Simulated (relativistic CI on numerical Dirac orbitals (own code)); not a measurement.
# Electric-dipole transitions in W XLII

Computed by Dirac-Coulomb-Breit CI, separate exchange-only KLI orbitals for each configuration, model QED (radiative potential, 1s self-energy scaled to tabulated hydrogen-like ionisation energies), unscaled Slater integrals (own radial code, finite nucleus).

CI space (outside the closed core [Ar] 3d10): 4s2.4p3, 4s.4p4, 4s2.4p2.4d, 4p5, 4s.4p3.4d, 4s2.4p2.4f, 4s.4p3.4f, 4p4.4d, 4s.4p2.4d2, 4s2.4p.4d.4f, 4p4.4f, 4p3.4d.4f, 4s.4p2.4f2, 4s2.4p2.5s, 4p4.5s, 4s2.4p2.5p, 4s.4p2.4d.5s, 4s2.4p.4f.5s, 4s.4p3.5s, 4s2.4p2.5d, 4s.4p3.5p, 4s2.4p2.5f, 4s2.4p2.5g, 4s.4p3.5d, 4p3.4f.5s, 4s.4p3.5f, 4s2.4p2.6s, 4s2.4p.4d2, 4s2.4d3, 4s.4p.4d3, 4s2.4d2.4f, 4s.4p.4d2.4f, 4s2.4d2.5s, 4p3.4d2, 4p2.4d3, 4p2.4d2.4f, 4p2.4d2.5s, 4s2.4p.4f2, 4s2.4d.4f2, 4s.4p.4d.4f2, 4s2.4f3, 4s.4p.4f3, 4s2.4f2.5s, 4p3.4f2, 4p2.4d.4f2, 4p2.4f3, 4p2.4f2.5s, 4s.4p2.4d.4f, 4s.4p.4d.4f.5s, 4s2.4p.4d.5s, 4s.4p.4d2.5s, 4s2.4d.4f.5s, 4s2.4d.5s2, 4p3.4d.5s, 4p2.4d.4f.5s, 4p2.4d.5s2, 4s.4p2.4f.5s, 4s.4p.4f2.5s, 4s.4p.4f.5s2, 4s2.4p.5s2, 4s.4p.4d.5s2, 4s2.4f.5s2. Double excitations out of closed p, d and f shells are left out; levels of such configurations are missing from the list, as are those of other unlisted configurations, and high levels can miss mixing partners. These lack a partner that the ground configuration has and come out too high: 4s2.4p2.5p, 4s2.4p2.5d, 4s.4p3.5p, 4s2.4p2.5f, 4s2.4p2.5g.

```
λ vac (Å)                   Lower                      Upper   A (s⁻¹)  log gf  S velocity/length
   45.906  4s2.4p2.4d 2G_7/2 [14]   4s2.4p.4d2 2F°_7/2 [141]  1.04e+12    0.42               0.99
   46.078   4s2.4p2.4d 2D_3/2 [5]    4s2.4p.4d2 2D°_3/2 [66]  2.51e+12    0.50               0.99
   46.705     4s2.4p3 2P°_3/2 [1]     4s2.4p2.4d 2P_1/2 [19]  1.68e+12    0.04               1.00
   46.762       4s.4p4 4P_5/2 [8]     4s.4p3.4d 4P°_3/2 [98]  1.22e+12    0.20               0.99
   46.784  4s2.4p2.4d 4D_7/2 [15]   4s2.4p.4d2 4D°_5/2 [154]  1.23e+12    0.38               0.97
   46.826     4s2.4p3 2P°_3/2 [1]     4s2.4p2.4d 2D_3/2 [18]  2.09e+12    0.44               1.00
   46.979       4s.4p4 4P_5/2 [6]     4s.4p3.4d 4S°_3/2 [80]  1.49e+12    0.30               0.98
   47.036     4s2.4p3 4S°_3/2 [2]     4s2.4p2.4d 2D_5/2 [38]  5.93e+11    0.07               1.01
   47.099     4s2.4p3 4S°_3/2 [2]     4s2.4p2.4d 4P_1/2 [37]  1.49e+12    0.00               1.00
   47.100     4s2.4p3 2P°_3/2 [1]     4s2.4p2.4d 2D_5/2 [17]  1.53e+12    0.48               1.01
   47.158     4s2.4p3 4S°_3/2 [2]     4s2.4p2.4d 2D_3/2 [36]  1.17e+12    0.19               1.00
   47.171       4s.4p4 4P_5/2 [6]    4s2.4p.4d2 2F°_7/2 [79]  9.62e+11    0.41               1.01
   47.324       4s.4p4 4P_5/2 [6]    4s2.4p.4d2 4D°_5/2 [76]  1.36e+12    0.44               1.00
   47.406     4s2.4p3 2P°_1/2 [4]     4s2.4p2.4d 2D_3/2 [46]  1.33e+12    0.25               1.01
   47.666     4s2.4p3 2D°_5/2 [3]     4s2.4p2.4d 2F_7/2 [39]  1.26e+12    0.54               1.01
   47.944  4s2.4p2.4d 2G_9/2 [21]  4s2.4p.4d2 4G°_11/2 [153]  9.64e+11    0.60               1.02
   48.059     4s2.4p3 2D°_5/2 [3]     4s2.4p2.4d 2D_5/2 [38]  8.40e+11    0.24               1.00
   48.546  4s2.4p2.4d 2G_9/2 [21]   4s2.4p.4d2 4G°_9/2 [146]  1.08e+12    0.58               0.99
   48.680  4s2.4p2.4d 2D_5/2 [17]   4s2.4p.4d2 2F°_7/2 [141]  1.40e+12    0.60               1.01
   49.070  4s2.4p2.4d 2D_3/2 [18]   4s2.4p.4d2 4F°_5/2 [140]  1.36e+12    0.47               1.01
   49.159       4s.4p4 4P_5/2 [8]     4s.4p3.4d 4D°_7/2 [82]  6.02e+11    0.24               1.01
   49.986   4s2.4p2.4d 2D_3/2 [5]    4s2.4p.4d2 4G°_5/2 [58]  7.52e+11    0.23               1.01
   56.601  4s2.4p2.4d 4F_3/2 [12]    4s.4p3.4d 2F°_5/2 [105]  7.81e+11    0.35               1.01
   57.032  4s2.4p2.4d 2F_5/2 [11]   4s2.4p2.4f 4G°_7/2 [101]  8.42e+11    0.52               1.01
   58.186   4s2.4p2.4d 2D_3/2 [5]     4s.4p3.4d 4D°_5/2 [48]  6.33e+11    0.29               1.00
   58.439     4s2.4p3 2P°_3/2 [7]         4s.4p4 2S_1/2 [59]  1.52e+12    0.19               0.99
   58.750     4s2.4p3 2D°_5/2 [3]         4s.4p4 2P_3/2 [28]  7.24e+11    0.18               0.99
   58.807  4s2.4p2.4d 2G_7/2 [14]    4s2.4p2.4f 2H°_9/2 [99]  9.64e+11    0.70               1.01
   59.329  4s2.4p2.4d 2F_7/2 [39]   4s2.4p.4d2 2G°_9/2 [207]  1.27e+12    0.83               1.02
   60.590     4s2.4p3 2P°_3/2 [1]         4s.4p4 2P_3/2 [10]  4.75e+11    0.02               0.99
   61.038  4s2.4p2.4d 4F_9/2 [43]    4s.4p3.4d 4F°_9/2 [206]  1.01e+12    0.75               0.99
   61.724     4s2.4p3 2D°_5/2 [3]         4s.4p4 2D_5/2 [27]  6.34e+11    0.34               1.00
   61.818     4s2.4p3 4S°_3/2 [2]         4s.4p4 4P_3/2 [26]  4.24e+11   -0.01               1.00
   62.336  4s2.4p2.4d 2D_5/2 [56]   4s2.4p.4d2 2F°_7/2 [233]  1.77e+12    0.92               1.01
   62.728  4s2.4p2.4d 2D_5/2 [23]    4s.4p3.4d 4D°_7/2 [125]  9.92e+11    0.67               1.01
   63.043     4s2.4p3 2P°_3/2 [7]     4s2.4p2.4d 2D_5/2 [56]  1.05e+12    0.58               1.01
   63.183  4s2.4p2.4d 4F_9/2 [43]  4s2.4p2.4f 4G°_11/2 [197]  7.55e+11    0.73               1.02
   63.464  4s2.4p2.4d 2F_7/2 [22]    4s.4p3.4d 2G°_9/2 [122]  5.31e+11    0.51               1.00
   63.850     4s2.4p3 4S°_3/2 [2]     4s2.4p2.4d 2D_5/2 [23]  7.21e+11    0.42               1.01
   63.896  4s2.4p2.4d 4D_7/2 [15]    4s2.4p2.4f 4F°_9/2 [97]  4.44e+11    0.43               1.01
   64.480     4s2.4p3 2P°_3/2 [7]     4s2.4p2.4d 2D_3/2 [53]  7.37e+11    0.26               1.00
   64.720       4s.4p4 4P_5/2 [8]     4s.4p3.4d 4D°_7/2 [52]  5.46e+11    0.44               1.00
   64.809     4s2.4p3 2P°_3/2 [1]          4s.4p4 4P_5/2 [8]  2.87e+11    0.04               1.01
   65.950     4s2.4p3 2D°_5/2 [3]     4s2.4p2.4d 2F_7/2 [22]  4.75e+11    0.39               1.01
   66.952      4s.4p4 2P_3/2 [10]     4s.4p3.4d 2F°_5/2 [57]  4.33e+11    0.24               1.01
```

Terms are leading LS components. Brackets give the number of a level in order of energy, since labels repeat. The list gives strong lines, with weight on those to low levels, among the lowest 400 of 11824 levels, so that lines to higher ones, which can be the strongest, are missing. Levels whose partners in the same complex of configurations lie outside the list can be far off, and so can their lines. Rates are taken at the computed energies, electric ones in the length gauge. A velocity-to-length ratio far from 1 marks an uncertain rate.

At this charge energies of transitions that change n are usually good to better than 1 %, and those within a shell (Δn = 0) to a few per cent.

LS names give the leading component of a level, which can be under half, so a name can repeat, a term be missing and a line seem to break the LS rules.
